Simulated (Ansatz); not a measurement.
Calculated with Ansatz (gas phase, PBE0-D4/def2-TZVP geometries, no zero-point term in ΔE). CBS: MP2 limit from def2 TZ/QZ plus the TZ coupled-cluster correction, frozen cores. This one scheme is used for every species. Functionals use def2-TZVPP. Each species was taken in one conformer, which may not be the lowest.

Consider the substitution at a C–C bond: `FC(F)(F)OC(F)(F)C(F)(F)F` + HCl → `FC(F)(F)Cl` + `FC(F)OC(F)(F)F`.

```csv
level,ΔE (kJ/mol),difference from CCSD(T)/CBS
LDA (SPW92),7.2,-0.6
r2SCAN-D4,5.8,-2.0
r2SCANh-D4,6.3,-1.5
r2SCAN0-D4,7.1,-0.7
BHLYP-D4,7.1,-0.7
ωB97M-V,7.3,-0.5
PBE,-9.6,-17.4
LC-ωPBE,-0.8,-8.6
HF/def2-SVP,12.1,4.3
MP2/def2-TZVPP,4.8,-3.0
CCSD(T)/CBS,7.8,0
```

Largest T1 diagnostic among the species: 0.012.

Leaving LDA and LC-ωPBE aside and taking each functional with its dispersion term where it has one, the values, not all of them listed here, spread over 13.2 kJ/mol, from PBE-D4 to B97M-V. LDA lies +16.8 kJ/mol from PBE without D4. From PBE to PBE0 (25 % exact exchange), in def2-TZVPP and without D4, ΔE moves by +5.6 kJ/mol. The D4 term adds +8.9 kJ/mol with B3LYP and +5.4 kJ/mol with PBE0; it sums over pairs of atoms, weighted by their polarisabilities, and B3LYP, whose exchange is more repulsive, gets the larger term.

B3LYP here is the variant with VWN-RPA as its local correlation; programs differ in this.

CCSD(T)/CBS has its own doubt, a few kJ/mol and more with outer-core shells, so smaller differences from it don't rank the levels.
